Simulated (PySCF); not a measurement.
System: sum formula Si$_{2}$H$_{2}$Cl$_{3}$, charge 0, multiplicity 2. It need not be the lowest isomer of its formula. 
Coordinates optimised at B3LYP-D3(BJ)/def2-TZVP (Ansatz):
```
Si
Cl 1 2.0540
Cl 1 2.0540 2 108.76
Cl 1 2.0585 2 107.86 3 -116.75
Si 1 2.3189 2 109.64 4 -123.41
H 5 1.4828 1 111.78 2 -176.48
H 5 1.4829 6 111.46 1 125.92
```
Charge 0, spin multiplicity 2.

Dispersion corrections to the total energy (kcal/mol) from the dftd3 and dftd4 libraries through PySCF: D3(BJ) without and D4 with the three-body term, each with the damping fitted for the functional named.

```
functional  D3(BJ)      D4
----------  ------  ------
B3LYP       -13.28  -12.07
BHLYP       -11.61     [?]
revPBE      -15.31     [?]
PW6B95       -4.94     [?]
CAM-B3LYP    -6.81   -6.66
HF          -46.64  -21.64
PBE0         -6.44   -6.33
```

**Question.** Some entries are withheld; supply them.

**Answer.** 
- BHLYP, D4: -10.84
- revPBE, D4: -17.29
- PW6B95, D4: -5.63
